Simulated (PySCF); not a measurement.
# Adding and removing an electron: CdP

PBE0; PySCF, scalar-relativistic core potentials, basis sets Cd def2-SVP with ECP28, P def2-SVP. Neutral (UKS): quartet (σ ↑, π ↑↑), Re = 2.694 Å, ωe = 162 cm⁻¹, De = 0.30 eV, HOMO -5.44 eV, LUMO -2.67 eV.

CdP⁺ (UKS): triplet (π ↑↑), Re = 2.501 Å, ωe = 265 cm⁻¹, De = 1.70 eV to Cd⁺ + P. The energies at the minima are -508.76661 hartree for CdP and -508.49464 for CdP⁺.

(1) Work out the adiabatic ionisation energy, without and with harmonic zero-point energies (1 hartree = 27.2114 eV, 1 eV = 8065.5 cm⁻¹), and the change of the bond length.

Weak bonds: CdP. Basis-set superposition, not corrected here, can be much of De in a small basis, most of all at correlated wavefunction levels. Spin–orbit coupling is left out. For an ion De counts to the pair picked by the measured ionisation energies or electron affinities, which need not be the lowest pair at this level. States were picked by a PBE0 search and need not be the measured ground states.

Answers

(1) At PBE0: 0.27197 hartree = 7.401 eV between the minima; the zero-point term (265.0 − 162.0)/2 cm⁻¹ = +0.006 eV makes it 7.407 eV. Re changes by -19.3 pm against the neutral. The electron leaves a σ orbital, and the shorter bond of the ion fits an antibonding orbital, or a change in how ionic the bond is.
